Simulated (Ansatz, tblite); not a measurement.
Cost and result up the ladder for Ga7P8H26⁺, a nanocrystal cut from zinc blende GaP (hydrogen-capped) (41 atoms). Charge 1, multiplicity 1. Geometry: r2SCAN-D4/def2-SVP.

```csv
atom,x (Å),y (Å),z (Å)
Ga1,2.277,4.227,1.816
Ga2,3.935,1.257,-0.896
Ga3,-0.202,1.851,-0.968
Ga4,-0.427,-2.019,-1.219
Ga5,1.300,-0.431,2.034
Ga6,-4.409,-0.852,-1.154
Ga7,-2.767,-3.348,1.936
P8,0.242,3.588,0.618
P9,1.901,1.605,-2.118
P10,-2.457,-1.614,-2.396
P11,4.012,3.264,0.387
P12,3.313,-0.446,0.643
P13,-0.284,-0.161,0.245
P14,-1.036,-3.767,0.274
P15,-4.526,-2.674,0.423
H16,2.401,5.767,1.639
H17,2.309,3.381,3.118
H18,5.174,0.978,-1.788
H19,-1.355,2.172,-1.962
H20,0.854,-2.229,-2.085
H21,1.390,0.897,2.845
H22,1.181,-1.878,2.603
H23,-5.632,-0.881,-2.112
H24,-3.877,0.387,-0.362
H25,-2.287,-2.045,2.650
H26,-3.129,-4.704,2.603
H27,-0.295,4.761,0.024
H28,-0.755,3.384,1.608
H29,2.105,2.695,-3.005
H30,1.769,0.562,-3.072
H31,-2.152,-0.673,-3.415
H32,-2.732,-2.739,-3.219
H33,4.475,4.238,-0.536
H34,5.189,3.151,1.173
H35,4.458,-0.619,1.465
H36,3.410,-1.651,-0.103
H37,-1.565,-0.113,0.862
H38,0.159,-4.171,0.925
H39,-1.277,-4.940,-0.492
H40,-5.646,-2.388,1.247
H41,-5.046,-3.820,-0.236
```

Ansatz on 2 threads of AMD EPYC 7R13 on a shared host and a share (18 GiB) of an NVIDIA H100 80GB HBM3; xTB runs through tblite on one thread. Times are rough, summed over both states, and most runs start from the orbitals of an earlier one. PBE0-D4/def2-SVP serves as the yardstick here, not as an exact answer. The other state is a triplet.

The xTB rows come from tblite. Single mean-field runs in def2-SVP are fitted with def2-universal-jkfit. HOMO above LUMO, or a gap near zero within one spin, warns that the state may not be the lowest or that an electron is smeared out.

xTB has no spin-polarisation term.

```
                        level  functions  vertical triplet (eV)  difference from PBE0-D4/def2-SVP (eV)                                  remarks
                     GFN2-xTB        161                   4.00                                  -1.48                                        –
PBE-D4/def2-SVP (with forces)        498                   4.77                                  -0.72  gap within one spin near zero (triplet)
             PBE0-D4/def2-SVP        498                   5.49                                   0.00                                        –
                     GFN1-xTB        187                   4.83                                  -0.65                                        –
```

Q: Estimate how long each takes.

A: GFN2-xTB 0.45 s; GFN1-xTB 0.61 s; PBE-D4/def2-SVP (with forces) 26 s; PBE0-D4/def2-SVP 44 s. On shared hardware such times vary by a factor of up to 3.
